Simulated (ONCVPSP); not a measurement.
LDA (Perdew-Wang 92) ONCV dataset for N, scalar-relativistic all-electron reference.

The input file (ONCVPSP 4.0.1):

```
# ATOM AND REFERENCE CONFIGURATION
# atsym  z   nc   nv     iexc    psfile
  N 7.00    1    2  -001012      upf
#
#   n    l    f
    1    0    2.00
    2    0    2.00
    2    1    1.00
#
# PSEUDOPOTENTIAL AND OPTIMIZATION
# lmax
    2
#
#   l,   rc,      ep,       ncon, nbas, qcut
    0    0.95    0.00    3    8    7.30
    1    1.50    0.00    3    6    7.30
    2    1.55    0.05    3    7    5.90
#
# LOCAL POTENTIAL
# lloc, lpopt,  rc(5),   dvloc0
    4    5    0.80    0.00
#
# VANDERBILT-KLEINMAN-BYLANDER PROJECTORs
# l, nproj, debl
    0    1    3.70
    1    2    0.70
    2    1    4.00
#
# MODEL CORE CHARGE
# icmod, fcfact, rcfact
    3    2.75    1.55
#
# LOG DERIVATIVE ANALYSIS
# epsh1, epsh2, depsh
   -3.00    5.00    0.02
#
# OUTPUT GRID
# rlmax, drl
    6.00    0.01
#
# TEST CONFIGURATIONS
# ncnf
    4
# nvcnf
#   n    l    f
    2
    2    0    2.00
    2    1    3.00
#
    2
    2    0    2.00
    2    1    2.00
#
    2
    2    0    2.00
    2    1    0.00
#
    2
    2    0    1.00
    2    1    4.00
#
```

Command:

```bash
oncvpsp.x < N.dat > N.out
```

The program printed (shortened: citation, most of the input echo, consistency checks and plot data are left out):

```
ONCVPSP  (Optimized Norm-Conservinng Vanderbilt PSeudopotential)
scalar-relativistic version 4.0.1

#   n    l    f        energy (Ha)
    1    0    2.00    -1.5457853E+01
    2    0    2.00    -1.7968949E+00
    2    1    1.00    -1.3824890E+00

Reference configufation results
  iterations    22
  all-electron total energy (Ha)   -5.24852504D+01

Begin loop to  construct optimized pseudo wave functions
and semi-local pseudopoentials for all angular momenta

Calculating optimized projector #   1

 for l=   0

    Fraction of norm inside rc  0.356087
    Optimizing pswf for qcut=   7.32 a_B^-1,  ecut=  26.77 Ha
    Residual kinetic energy error=  8.57D-04 Ha

    Energy error per electron        Cutoff
         Ha          eV             Ha
         0.01000     0.27211       17.77
         0.00100     0.02721       26.24
         0.00010     0.00272      172.62
         0.00001     0.00027      293.69

WARNING wellstate: negative energy specified for n= 3 l=  1
WARNING scattering state with energy  0.25000000
WARNING will be used for the first projector

   Wellstate for l =  1  n =  4
     eigenvalue =   0.2500
     asymptotic potential =   0.7500
     half-point radius =  5.1127

Calculating optimized projector #   1

 for l=   1

    Fraction of norm inside rc  0.780548
    Optimizing pswf for qcut=   7.29 a_B^-1,  ecut=  26.54 Ha
    Residual kinetic energy error=  7.46D-05 Ha

    Energy error per electron        Cutoff
         Ha          eV             Ha
         0.01000     0.27211       17.49
         0.00100     0.02721       21.99
         0.00010     0.00272       26.53
         0.00001     0.00027       66.64

Calculating optimized projector #   2

 for l=   1

    Fraction of norm inside rc  0.056911
    Optimizing pswf for qcut=   7.29 a_B^-1,  ecut=  26.54 Ha
    Residual kinetic energy error=  9.55D-05 Ha

    Energy error per electron        Cutoff
         Ha          eV             Ha
         0.01000     0.27211       15.76
         0.00100     0.02721       21.69
         0.00010     0.00272       26.66
         0.00001     0.00027       56.73

   Wellstate for l =  2  n =  4
     eigenvalue =   0.0500
     asymptotic potential =   0.5500
     half-point radius =  7.4654

Calculating optimized projector #   1

 for l=   2

    Fraction of norm inside rc  0.057252
    Optimizing pswf for qcut=   5.91 a_B^-1,  ecut=  17.47 Ha
    Residual kinetic energy error=  3.42D-05 Ha

    Energy error per electron        Cutoff
         Ha          eV             Ha
         0.01000     0.27211        5.59
         0.00100     0.02721       10.55
         0.00010     0.00272       15.23
         0.00001     0.00027       31.73

Construct Vanderbilt / Kleinmman-Bylander projectors

B matrix Hermiticity error, ll=   1
   1   2   -5.2635E-05

  Orthonormal projector coefficients -2.0915E+00 -1.2522E+00

Model core correction analysis
  based on d2Exc/dn_idn_j

d2excae - all-electron derivatives

   -7.465170D-02   -7.036652D-02
   -7.036987D-02   -7.328286D-02

d2excps - pseudofunction derivatives with no core correction

   -7.794042D-02   -7.874724D-02
   -7.874508D-02   -8.137484D-02

rms 2nd derivative error    7.359962E-03

rmatch, rhocmatch    0.4805    4.3230

Teter function model core charge with specified parameters

d2excps - pseudofunction derivatives with core correction

   -7.396262D-02   -7.416471D-02
   -7.416489D-02   -7.590848D-02

rms 2nd derivative error    3.008197E-03

Pseudoatom total energy   -8.089363

Diagnostic tests using Vanderbilt-Kleinman-Bylander pseudopotentials
  1 or more projectors used as specified by nproj input data

   l    rcore       rmatch      e in        delta e   norm test  slope test

   0   0.9502639   0.9791160  -1.7968949   0.0000948   1.0000239   1.0027149

   1   1.5062212   1.5519534  -1.3824890  -0.0000513   1.0000142   0.9999725
   1   1.5062212   1.5519534   0.2500000  -0.0000008   1.0001298   1.0001298

   2   1.5519534   1.5990740   0.0500000  -0.0000867   1.0000104   1.0000104

 Testing for bound ghosts
   n   l    E NL Schr. Eq   E Basis Diag.   E Cutoff

   1   0       -1.796800       -1.771078    206.61

   2   1       -1.382540       -1.382086     68.09

   3   2       -0.293210       -0.176933     75.49

 Testing for highly-localized positive-energy ghosts
       l    <radius>/rc     E Basis Diag.   E Cutoff

Test configuration 0

   n   l     f        eae           eps        diff
   1   0  2.0000  -15.45785262
   2   0  2.0000   -1.79689495   -1.79680011    9.48D-05
   2   1  1.0000   -1.38248897   -1.38254024   -5.13D-05

    Total energies and differences
      AE_ref= -5.24852504D+01  AE_tst= -5.24852504D+01  dif=  0.00D+00
      PS_ref= -8.08936315D+00  PS_tst= -8.08936315D+00  dif=  0.00D+00
      PSP excitation error=  0.00D+00

Test configuration 1

   n   l     f        eae           eps        diff
   1   0  2.0000  -14.02021223
   2   0  2.0000   -0.67696345   -0.67489758    2.07D-03
   2   1  3.0000   -0.26603821   -0.26984015   -3.80D-03

    Total energies and differences
      AE_ref= -5.24852504D+01  AE_tst= -5.40545669D+01  dif= -1.57D+00
      PS_ref= -8.08936315D+00  PS_tst= -9.66788816D+00  dif= -1.58D+00
      PSP excitation error=  9.21D-03

Test configuration 2

   n   l     f        eae           eps        diff
   1   0  2.0000  -14.64322031
   2   0  2.0000   -1.18520382   -1.18625663   -1.05D-03
   2   1  2.0000   -0.76502799   -0.77094063   -5.91D-03

    Total energies and differences
      AE_ref= -5.24852504D+01  AE_tst= -5.35499663D+01  dif= -1.06D+00
      PS_ref= -8.08936315D+00  PS_tst= -9.15801422D+00  dif= -1.07D+00
      PSP excitation error=  3.94D-03

Test configuration 3

   n   l     f        eae           eps        diff
   1   0  2.0000  -16.44732555
   2   0  2.0000   -2.49138995   -2.48148309    9.91D-03

    Total energies and differences
      AE_ref= -5.24852504D+01  AE_tst= -5.07517974D+01  dif=  1.73D+00
      PS_ref= -8.08936315D+00  PS_tst= -6.36472730D+00  dif=  1.72D+00
      PSP excitation error=  8.82D-03

Test configuration 4

   n   l     f        eae           eps        diff
   1   0  2.0000  -14.04622510
   2   0  1.0000   -0.69320926   -0.69005339    3.16D-03
   2   1  4.0000   -0.28062018   -0.28433872   -3.72D-03

    Total energies and differences
      AE_ref= -5.24852504D+01  AE_tst= -5.36428091D+01  dif= -1.16D+00
      PS_ref= -8.08936315D+00  PS_tst= -9.26249316D+00  dif= -1.17D+00
      PSP excitation error=  1.56D-02
```

The run took about 3.1 s on one core of a shared server CPU.
